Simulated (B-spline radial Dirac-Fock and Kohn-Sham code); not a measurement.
Nb 3p1/2: cross section and angular parameters

System: the free niobium atom, configuration [Kr] 4d4 5s1; threshold 376.1 eV (tabulated edge). The computed values come from a radial finite-basis atomic code: Dirac-Hartree-Slater photoionisation with a Latter tail; cross sections with all multipoles, angular parameters from the dipole term and its interference with E2.

```
hν (eV)  σ (kb)       β       γ      δ
    400     192  -0.044  -0.207  0.045
    417     188   0.242  -0.168  0.100
    424     187   0.336  -0.118  0.110
    650     140   1.354   0.193  0.018
    784       ?       ?       ?      ?
   1000    78.2   1.574  -0.009  0.001
 1253.6    53.3   1.607  -0.019  0.001
   1300    49.9   1.609  -0.014  0.001
   3950    4.33   1.454   0.643  0.027
   4020    4.14   1.450   0.659  0.028
   5620    1.72   1.346   0.961  0.050
   6000    1.44   1.324   1.021  0.055
   6720    1.05   1.284   1.126  0.065
 8047.8   0.630   1.217   1.293  0.085
  11600   0.214   1.070   1.620  0.138
  15000  0.0973   0.962   1.837  0.187
```

Q: Give the values at 784 eV.

A: σ = 112 kb, β = 1.486, γ = 0.080, δ = 0.006.
